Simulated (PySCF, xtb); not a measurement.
C5H7F, SMILES CC1=CC[C@@H]1F.

GFN2-xTB run with xtb at its own geometry gives an orbital gap of 4.95 eV and a dipole moment of 2.17 D.

Coordinates come from a B3LYP-D3(BJ)/def2-SVP optimisation. The structure was generated by enumeration; whether it is a known compound was not checked.

Question: What does PBE0/def2-TZVP run with PySCF give? (Estimate from the structure and the level; the computed values follow.)

Answer: gap 7.35 eV (levels -7.26 and 0.09 eV), dipole 1.80 D.
